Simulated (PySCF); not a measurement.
Electron correlation in Ru (ruthenium, neutral)

[Kr] 4d7 5s1, high-spin 5F determinant. All numbers are calculated (PySCF 2.14, scalar relativity by spin-free X2C-1e, in x2c-TZVPPall with one added diffuse shell each of s, p, d, f type (9s7p7d3f1g, 95 functions)). Frozen: [Kr]; 8 electrons correlated.

```
  level  correlation energy (mhartree)
   CCSD                        -189.72
    (T)                          -7.80
CCSD(T)                        -197.52
```

Diagnostics: T1 = 0.016, D1 = 0.0558, largest double amplitude 0.023.

Is a single reference adequate?

Yes, within this model without spin-orbit coupling: T1 lies below 0.03 and no double amplitude reaches 0.07.
